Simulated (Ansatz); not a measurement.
Program: Ansatz. Geometries: PBE0-D4/def2-TZVP. ΔE: electronic, gas phase. CCSD(T)/CBS adds triple-zeta CCSD(T) − MP2 to the extrapolated MP2 energy (def2 sets, frozen cores). This one scheme is used for every species. Functionals use def2-TZVPP. HSE06 is defined as in plane-wave codes. For Zn outer-core shells are correlated without core-valence functions, which leaves a few kJ/mol of doubt a bond. Scalar relativity is left out up to krypton. Each species was taken in one conformer, which may not be the lowest.

Consider the cleavage of the Al–Zn bond: `[NH2][Zn][AlH][F]` + H–F → `[F][AlH][F]` + `[NH2][ZnH]`.

`[NH2][Zn][AlH][F]`:

```xyz
7

N    -2.183    0.011    0.019
Zn   -0.362   -0.025   -0.017
Al    2.090   -0.123    0.020
F     2.866    1.126    0.789
H    -2.763   -0.581   -0.554
H    -2.717    0.802    0.341
H     3.070   -1.211   -0.599
```

H–F:

Z-matrix (Å, degrees):
```
F
H 1 0.920
```

`[F][AlH][F]`:

Z-matrix (Å, degrees):
```
Al
F 1 1.639
F 1 1.639 2 118.0
H 1 1.559 2 121.0 3 180.0
```

`[NH2][ZnH]`:

Cartesian coordinates in Å:
```
N 0.598 0.240 0.532
Zn -0.540 -0.372 -0.746
H 0.594 -0.177 1.451
H 0.761 1.231 0.628
H -1.413 -0.922 -1.865
```

**Question.** Is it downhill or uphill in electronic energy at CCSD(T)/CBS, and by how much? (Estimate.)

**Answer.** The calculation gave: Downhill: ΔE = -151.5 kJ/mol.

**Question.** What do these levels give: r2SCAN0, HSE06, MP2/def2-SVP, HF/def2-QZVPP, SCS-MP2/def2-QZVPP, MP2/CBS(def2)? (Estimate.)

**Answer.** Ansatz gave: r2SCAN0 -155.5, HSE06 -140.6, MP2/def2-SVP -168.1, HF/def2-QZVPP -167.1, SCS-MP2/def2-QZVPP -162.9, MP2/CBS(def2) -158.7 kJ/mol.

Largest T1 diagnostic among the species: 0.016.

From BLYP to BHLYP (50 % exact exchange), in def2-TZVPP and without D4, ΔE moves by −6.4 kJ/mol. Leaving LDA and LC-ωPBE aside and taking each functional with its dispersion term where it has one, the values, not all of them listed here, spread over 26.5 kJ/mol, from B97M-V to PBE-D4. LDA lies −3.3 kJ/mol from PBE without D4.
